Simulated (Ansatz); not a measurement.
Ansatz (a first-principles code) input (B3LYP/LANL2DZ): The .json file is the Basis Set Exchange's LANL2DZ.

Ansatz 0.2 input:
```yaml
crystal:
  periodic: [false, false, false]
  atoms:
    - {symbol: Cs, position_ang: [-0.00000000, -0.00000000, -2.36930400]}
    - {symbol: Cs, position_ang: [0.00000000, 0.00000000, 2.36930400]}
basis:
  gaussian:
    orbitals: LANL2DZ.json
hamiltonian:
  xc: {name: B3LYP}
phonons: {temperatures: {t_min: 298.15, t_max: 298.15, t_step: 100}}
```

Output:

```
Functional definition: B3LYP
integrals: 0.02 GiB planned
406 factors; integrals over basis functions are off by at most 1.3e-5 eV
mean field: 0.11 GiB planned
mean field evaluation 1: about -1082.1299 eV, gradient 7.9e-1 eV
mean field evaluation 2: about -1082.1408 eV, gradient 1.9e-1 eV
mean field evaluation 4: about -1082.1409 eV, gradient 2.5e-3 eV
mean field evaluation 8: about -1082.1409 eV, gradient 7.2e-5 eV
mean field -1082.14085665 eV, -39.7679429805 hartree, gradient 4.3e-5 eV, S^2 0.000000; 0 other end points of the search recorded, 0 dependent functions left out
the calculation of the forces begins
reference -1082.14102530 eV, -39.7679491782 hartree; 9, 9 occupied and 15, 15 virtual orbitals, 406 factors
these checks for a lower state are left out or cut short: stability, starts, cluster_reference, orbital_swaps, neighbouring_geometries, increment
integrals: 0.02 GiB planned
406 factors; integrals over basis functions are off by at most 1.3e-5 eV
mean field: 0.11 GiB planned
mean field evaluation 16: about -1082.1409 eV, gradient 3.1e-7 eV
mean field -1082.14085665 eV, -39.7679429806 hartree, gradient 3.1e-7 eV, S^2 0.000000; 0 other end points of the search recorded, 0 dependent functions left out
the calculation of the forces begins
reference -1082.14102530 eV, -39.7679491782 hartree; 9, 9 occupied and 15, 15 virtual orbitals, 406 factors
these checks for a lower state are left out or cut short: stability, starts, cluster_reference, orbital_swaps, neighbouring_geometries, increment
integrals: 0.02 GiB planned
406 factors; integrals over basis functions are off by at most 1.3e-5 eV
mean field: 0.11 GiB planned
mean field -1082.14085665 eV, -39.7679429806 hartree, gradient 3.1e-7 eV, S^2 0.000000; 0 other end points of the search recorded, 0 dependent functions left out
the calculation of the forces begins
reference -1082.14102530 eV, -39.7679491782 hartree; 9, 9 occupied and 15, 15 virtual orbitals, 406 factors
these checks for a lower state are left out or cut short: stability, starts, cluster_reference, orbital_swaps, neighbouring_geometries, increment
integrals: 0.02 GiB planned
406 factors; integrals over basis functions are off by at most 1.3e-5 eV
mean field: 0.11 GiB planned
mean field -1082.14085665 eV, -39.7679429806 hartree, gradient 3.1e-7 eV, S^2 0.000000; 0 other end points of the search recorded, 0 dependent functions left out
the calculation of the forces begins
reference -1082.14102530 eV, -39.7679491782 hartree; 9, 9 occupied and 15, 15 virtual orbitals, 406 factors
these checks for a lower state are left out or cut short: stability, starts, cluster_reference, orbital_swaps, neighbouring_geometries, increment
integrals: 0.02 GiB planned
406 factors; integrals over basis functions are off by at most 1.3e-5 eV
mean field: 0.11 GiB planned
mean field -1082.14085665 eV, -39.7679429806 hartree, gradient 3.1e-7 eV, S^2 0.000000; 0 other end points of the search recorded, 0 dependent functions left out
the calculation of the forces begins
reference -1082.14102530 eV, -39.7679491782 hartree; 9, 9 occupied and 15, 15 virtual orbitals, 406 factors
these checks for a lower state are left out or cut short: stability, starts, cluster_reference, orbital_swaps, neighbouring_geometries, increment
integrals: 0.02 GiB planned
406 factors; integrals over basis functions are off by at most 1.3e-5 eV
mean field: 0.11 GiB planned
mean field evaluation 32: about -1082.1414 eV, gradient 1.2e-2 eV
mean field -1082.14085085 eV, -39.7679427674 hartree, gradient 4.4e-6 eV, S^2 0.000000; 0 other end points of the search recorded, 0 dependent functions left out
the calculation of the forces begins
reference -1082.14101949 eV, -39.7679489647 hartree; 9, 9 occupied and 15, 15 virtual orbitals, 406 factors
these checks for a lower state are left out or cut short: stability, starts, cluster_reference, orbital_swaps, neighbouring_geometries, increment
integrals: 0.02 GiB planned
406 factors; integrals over basis functions are off by at most 1.3e-5 eV
mean field: 0.11 GiB planned
mean field -1082.14086023 eV, -39.7679431120 hartree, gradient 4.9e-6 eV, S^2 0.000000; 0 other end points of the search recorded, 0 dependent functions left out
the calculation of the forces begins
reference -1082.14102889 eV, -39.7679493101 hartree; 9, 9 occupied and 15, 15 virtual orbitals, 406 factors
Total energy: -1082.14102530 eV, -39.7679491782 hartree
Atom 0 at    -0.000000    -0.000000    -2.369304 Å, force    -0.000000     0.000000    -0.001875 eV/Å
Atom 1 at     0.000000     0.000000     2.369304 Å, force     0.000000    -0.000000     0.001875 eV/Å
Dipole moment:     0.000000     0.000000     0.000000 e Å
Vibrations: 38.14 cm⁻¹, zero-point energy 0.002364 eV
```

The blocks after the first are displaced geometries, from whose forces the wavenumbers follow.
